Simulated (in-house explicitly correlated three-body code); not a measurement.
Computed with an exponentially correlated three-body code. Model: two electrons around a point charge, non-relativistic, variational in 260 exponentially correlated functions (energies converged to about 1e-7 hartree, or 1e-8 relative for large Z).

Command:
```bash
python run_hyl.py task.json out
```
Settings (lengths in bohr, energies in hartree):
```
Z                      1
nuclear_mass           5000
interaction_strength   1
functions              260
states_tried           1
```

Time taken, with all properties: 2.2 s on 1 thread of Intel(R) Xeon(R) Platinum 8259CL CPU @ 2.50GHz (Skylake/Cascade Lake), with other jobs on the host.

**Ground state only, binding against the one-electron ion.**

Given: nuclear charge 1; mass of the centre 5000 electron masses.

Computed: one-electron threshold -0.49990002 hartree.

| term | energy (hartree) | binding (eV) |
| --- | --- | --- |
| 1 1S | -0.527638916 | 0.75481 |

**Converged states only, values per electron or pair.**

```tsv
term	mean r (bohr)	mean r squared (bohr²)	mean inverse r (1/bohr)	mean r12 (bohr)	mean inverse r12 (1/bohr)	mean cosine	mean p1 dot p2 (bohr⁻²)	delta r1 (bohr⁻³)	delta r12 (bohr⁻³)
1 1S	2.7109	11.92	0.68311	4.4138	0.31095	-0.10509	0.032843	0.16445	0.0027362
```
